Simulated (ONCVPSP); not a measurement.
indium (In): one change to an ONCV potential, before and after

ONCVPSP 4.0.1 input, shortened (lines: element, Z, core and valence counts, functional; n l f; lmax; l rc ep ncon nbas qcut; lloc lpopt rc5 dvloc0; l nproj debl; icmod fcfact rcfact), PBE, scalar-relativistic:

```
  In 49.00    6    4        4      upf
    1    0    2.00
    2    0    2.00
    2    1    6.00
    3    0    2.00
    3    1    6.00
    3    2   10.00
    4    0    2.00
    4    1    6.00
    4    2   10.00
    5    0    1.00
    2
    0    1.25    0.00    4    9    9.70
    1    1.55    0.00    4    8    7.10
    2    1.50    0.00    4    9   11.70
    4    5    0.80    0.00
    0    2    0.60
    1    2    0.80
    2    2    2.20
    2    0.30    0.95
```

In the p channel the program set the typed energies aside and used -3.535, 0.250 Ha.

All-electron outer shells of the reference configuration (PBE, scalar-relativistic, ld1.x):

```csv
shell,level (eV),outermost node (bohr),outermost maximum (bohr)
3d,-450.76,–,0.26
4s,-137.72,0.41,0.77
4p,-96.19,0.42,0.82
4d,-36.53,0.40,0.94
5s,-23.67,1.02,2.06
```

Change: local potential polynomial inside 0.80 bohr (lpopt 5, dvloc0 8.5 Ha).

Cutoffs: the cutoffs (Ha) at which the residual kinetic energy of the hardest occupied pseudo-wave falls to 1 and 0.1 mHa per electron; they do not see the model core or the augmentation charge, which bear on the density cutoff. Errors are all-electron minus pseudo energies relative to the spin-unpolarised reference configuration.

How do hardness, ghosts and transferability respond?

The potential gets neither clearly harder nor softer (41 Ha and 48 Ha → 41 Ha and 48 Ha); the errors of the 4 common tests hardly move; the range in which the s phases agree widens (upper end 2.6 → at the end of the scan); neither file shows a bound ghost.

```tsv
quantity	base	changed
cutoff, loose	41 Ha	41 Ha
cutoff, tight	48 Ha	48 Ha
bound ghosts	none	none
GHOST(+) flags under 300 eV	s at 96.7 eV, s at 105.0 eV	s at 252.5 eV
error for 4s2 4p6 4d10 5s2 5p1, meV [ΔE -24.60 eV]	+4.1	+4.0
error for 4s2 4p6 4d10 5s2, meV [ΔE -19.24 eV]	+2.7	+2.7
error for 4s2 4p6 4d10 5s0, meV [ΔE 28.32 eV]	-5.3	-5.3
error for 4s2 4p6 4d9 5s2 5p1, meV [ΔE 0.52 eV]	+3.2	+3.2
s: phases at 1.27 bohr within 0.05 rad from the reference energy up to (Ha; the scan ends near 5)	2.6	to the end of the scan
p: phases at 1.57 bohr within 0.05 rad from the reference energy up to (Ha; the scan ends near 5)	to the end of the scan	to the end of the scan
d: phases at 1.52 bohr within 0.05 rad from the reference energy up to (Ha; the scan ends near 5)	to the end of the scan	to the end of the scan
rms error of d²Exc/dni dnj with the model core, mHa	0.66	0.66
```
